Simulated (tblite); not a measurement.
C6H18Si2, charge -1, doublet, at a GFN2-xTB geometry (a state made from the parent by changing its charge; the spin is typed, not shown lowest); tblite with GFN1-xTB.

Here is a job for tblite.
```
$ tblite run mol.xyz --method gfn1 --charge -1 --spin 1 --efield 0,0,0.1 --json tblite.json --no-restart

# file mol.xyz
26

C     -1.79159512    -0.93833522    -1.43386400
Si    -1.06917934    -0.43040656     0.29206537
C     -2.05352088     1.17845297     0.74075825
C     -2.19415968    -1.69311633     1.38783223
Si     1.06917934     0.43040656    -0.29206537
C      1.79159512     0.93833522     1.43386400
C      2.19415968     1.69311633    -1.38783223
C      2.05352088    -1.17845297    -0.74075825
H     -1.34065649    -1.86662374    -1.77694072
H     -1.58347434    -0.18401365    -2.18775524
H     -2.86840908    -1.09220699    -1.40919480
H     -3.13103171     1.02806535     0.72642940
H     -1.78877979     1.52137041     1.73833907
H     -1.82434390     1.98784441     0.05298029
H     -3.26341194    -1.60467754     1.18361219
H     -1.91785052    -2.73175231     1.20052682
H     -2.05747268    -1.51800319     2.45594903
H      2.86840908     1.09220699     1.40919480
H      1.34065649     1.86662374     1.77694072
H      1.58347434     0.18401365     2.18775524
H      2.05747268     1.51800319    -2.45594903
H      1.91785052     2.73175231    -1.20052682
H      3.26341194     1.60467754    -1.18361219
H      1.78877979    -1.52137041    -1.73833907
H      1.82434390    -1.98784441    -0.05298029
H      3.13103171    -1.02806535    -0.72642940
```

Q: Write the output that tblite gives for this input, abridged.

A: 
```
xTB calculator
 | screened Coulomb repulsion
 | Coulomb electrostatics
 |  * isotropic Klopman-Ohno-Mataga-Nishimoto electrostatics
 |  * onsite third-order electrostatics
 | DFT-D3(BJ) dispersion correction
 | Interactions (1)
 | [1] electric field

halogen bonding energy    0.0000000000000E+00 Eh
repulsion energy          3.5564936745686E-01 Eh
dispersion energy        -1.2338328467308E-02 Eh
interaction energy        0.0000000000000E+00 Eh
number of electrons       5.1000000000000E+01 e
integral cutoff           2.8146159136829E+01 bohr

------------------------------------------------------------
  cycle        total energy    energy error   density error
------------------------------------------------------------
      1     -26.25439265792  -2.6597704E+01   3.5979644E-01
      2     -26.25636184941  -1.9691915E-03   2.1264577E-01
      3     -26.25641169628  -4.9846871E-05   5.7530999E-03
      4     -26.25644839260  -3.6696318E-05   9.1409591E-04
      5     -26.25645040688  -2.0142808E-06   2.4272025E-04
      6     -26.25645049832  -9.1434259E-08   9.1030602E-05
      7     -26.25645050688  -8.5677669E-09   2.3598317E-05
      8     -26.25645050706  -1.7880453E-10   5.2895984E-06
------------------------------------------------------------

electronic energy        -2.6599761546052E+01 Eh
total energy             -2.6256450507063E+01 Eh

Post processing:
 | Mayer-Wiberg bond orders

[Info] JSON dump of results written to 'tblite.json'
```
